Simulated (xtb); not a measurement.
Al(Br)(OH)2 (AlBrH2O2), SMILES [OH][Al]([OH])[Br]. All values are semi-empirical tight-binding results from xtb (GFN2-xTB unless named), good for trends rather than for accurate numbers. Geometry optimised at GFN2-xTB. Other conformers were not sampled.

For metal compounds this method's bond lengths and energies can be far off.

Computed properties:
The point group as xtb finds it comes out as C2v. The orbital gap is 4.24 eV, the zero-point energy comes out as 16.7 kcal/mol and the G − E(el) at 298.15 K (modified RRHO) is -2.6 kcal/mol.
